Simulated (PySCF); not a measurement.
# Peak assignment

Geometry:
```csv
atom,x (Å),y (Å),z (Å)
C1,-2.843,0.257,-0.195
O2,-1.440,0.466,-0.220
C3,-0.690,-0.571,0.185
O4,-1.152,-1.622,0.556
C5,0.742,-0.263,0.120
C6,1.371,0.945,-0.302
C7,2.704,0.727,-0.174
O8,2.943,-0.515,0.291
C9,1.764,-1.109,0.467
H10,-3.296,1.179,-0.549
H11,-3.175,0.031,0.821
H12,-3.113,-0.579,-0.844
H13,0.878,1.829,-0.646
H14,3.555,1.349,-0.369
H15,1.748,-2.115,0.835
```

Theoretical values (PySCF 2.14): σ from GIAO-PBE0/pcSseg-1, GFN2-xTB geometry. Averaged over atoms made equivalent by symmetry, fast rotation or ring inversion, one computed conformer, non-relativistic, in vacuum.

Shifts are taken against calculated references (same method and geometry level): ¹³C (σref 186.93) and ¹H (σref 31.72) against TMS.

Problem. Assign these signals to the numbered atoms. ¹³C{¹H} NMR (computed): δ 169.8, 154.7, 147.3, 126.9, 118.6, 53.7.

Solution. 
| δ (ppm) | atoms | environment | reason |
| --- | --- | --- | --- |
| 169.8 | C3 | ester carbonyl carbon | it is a carbonyl in resonance with an O or N lone pair, the region of acids, esters and amides |
| 154.7 | C9 | aromatic CH next to the ring oxygen | – |
| 147.3 | C7 | aromatic CH next to the ring oxygen | – |
| 126.9 | C5 | substituted aromatic carbon | – |
| 118.6 | C6 | aromatic CH | – |
| 53.7 | C1 | methyl carbon bonded to O | deshielded by the electronegative neighbour |

Problem. Assign these signals to the numbered atoms. ¹H NMR (300 MHz, computed): δ 8.27 (m, 1H), 7.45 (m, 1H), 7.03 (m, 1H), 4.07 (s, 3H).

Solution. 
8.27 → H15, hydrogen on an aromatic CH next to the ring oxygen: ring current plus the deshielding of an ortho carbonyl group
7.45 → H14, hydrogen on an aromatic CH next to the ring oxygen
7.03 → H13, hydrogen on an aromatic CH: aromatic region
4.07 → H10/H11/H12, hydrogen on a methyl carbon bonded to O: its carbon carries O, which withdraws density

Shifts are as computed. Against solution values, carbons near 30 ppm lie about +3 ppm off and those near 130 ppm about +5 ppm. Of 1211 compounds with measured shifts, 218 miss one by over three times the rms of a fit or turn the order of signals round; such compounds aren't used in these exercises. No couplings were computed; multiplicities are counted from neighbouring protons, with m where these are inequivalent, close in shift, in a saturated or five-membered ring or joined by F or P, and br s for small geminal =CH2 splittings.
